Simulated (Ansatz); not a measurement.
Computed with Ansatz on PBE0-D4/def2-TZVP structures; ΔE is electronic, products minus reactants. CCSD(T)/CBS adds triple-zeta CCSD(T) − MP2 to the extrapolated MP2 energy (def2 sets, frozen cores). DFT in def2-TZVPP. B3LYP here is the variant with VWN-RPA as its local correlation; programs differ in this. One conformer a species, not always the lowest.

`CN[SiH2]S` + `O[SiH2]S[SiH2]F` → `CO[SiH2]S[SiH2]F` + `N[SiH2]S`  (substitution at a C–N bond)

Is it downhill or uphill in electronic energy at CCSD(T)/CBS, and by how much? (Best estimate.)

Ansatz gave: Uphill: ΔE = +19.2 kJ/mol.

What do these levels give: PBE0-D4, ωB97M-V, PBE0, B3LYP, HF/def2-TZVPP, MP2/def2-TZVPP, SCS-MP2/def2-TZVPP, CCSD/def2-TZVPP, CCSD(T)/def2-TZVPP, MP2/def2-QZVPP, SCS-MP2/def2-QZVPP, CCSD/CBS(def2)? (Best estimate.)

Computed: PBE0-D4 19.8, ωB97M-V 16.7, PBE0 22.3, B3LYP 18.0, HF/def2-TZVPP 13.4, MP2/def2-TZVPP 21.0, SCS-MP2/def2-TZVPP 18.7, CCSD/def2-TZVPP 18.0, CCSD(T)/def2-TZVPP 18.2, MP2/def2-QZVPP 21.7, SCS-MP2/def2-QZVPP 19.4, CCSD/CBS(def2) 19.0 kJ/mol.

Largest T1 diagnostic among the species: 0.012.

In def2-TZVPP, CCSD(T) changes the Hartree–Fock value by +4.7 kJ/mol (the triples alone add +0.2 kJ/mol) and MP2 by +7.6 kJ/mol. The D4 term adds −4.2 kJ/mol with B3LYP and −2.5 kJ/mol with PBE0; it sums over pairs of atoms, weighted by their polarisabilities, and B3LYP, whose exchange is more repulsive, gets the larger term.
